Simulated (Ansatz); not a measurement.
Compare A (`F[Si](F)O[SiH3]`•) with its isomer B (`F[SiH](F)O[SiH2]`•).

Computed with Ansatz on PBE0-D4/def2-TZVP structures; ΔE is electronic, products minus reactants. CCSD(T)/CBS is the MP2 limit (def2-TZVPP, def2-QZVPP) plus CCSD(T) − MP2 in def2-TZVPP, frozen cores. Functionals use def2-TZVPP. B3LYP here is the variant with VWN-RPA as its local correlation; programs differ in this. No spin–orbit coupling; open shells (•) take unrestricted orbitals. Each species was taken in one conformer, which may not be the lowest.

A:

Z-matrix (Å, degrees):
```
Si
O 1 1.646
H 1 1.482 2 109.3
H 1 1.484 2 109.4 3 -120.3
H 1 1.481 2 107.8 3 119.9
Si 2 1.607 1 152.1 3 80.0
F 6 1.587 2 108.2 1 174.7
F 6 1.590 2 109.7 1 -69.3
```

B:

Z-matrix (Å, degrees):
```
Si
F 1 1.581
O 1 1.603 2 109.8
F 1 1.581 2 106.8 3 119.3
H 1 1.464 2 109.5 3 -122.1
Si 3 1.648 1 152.4 2 67.8
H 6 1.490 3 109.1 1 66.4
H 6 1.488 3 107.2 1 -173.4
```

Which is lower in electronic energy at CCSD(T)/CBS, and by how much? (Best estimate.)

Ansatz gave: B, by 27.6 kJ/mol.

Give E(B) − E(A) in kJ/mol with CCSD/def2-TZVPP, B2PLYP, CCSD(T)/def2-SVP, HF/def2-TZVPP, ωB97M-V, PBE-D4, B3LYP. (Estimate.)

The calculation gave: CCSD/def2-TZVPP -29.5, B2PLYP -26.4, CCSD(T)/def2-SVP -33.2, HF/def2-TZVPP -27.5, ωB97M-V -29.0, PBE-D4 -23.9, B3LYP -25.6. None reverses the order clearly.

Does the order hold for the free energy at 298.15 K (harmonic terms from PBE0-D4)? (Estimate.)

Ansatz gave: Yes: G(B) − G(A) = -26.3 kJ/mol, for one conformer each. Modes under 60 cm⁻¹, often nearly free rotors, make the harmonic entropy too high.

Largest T1 diagnostic: 0.013.

From PBE to PBE0 (25 % exact exchange), in def2-TZVPP and without D4, E(B) − E(A) moves by −3.3 kJ/mol. Leaving LDA and LC-ωPBE aside and taking each functional with its dispersion term where it has one, the values, not all of them listed here, spread over 6.5 kJ/mol, from BHLYP-D4 to PBE-D4. LDA lies −3.0 kJ/mol from PBE without D4.
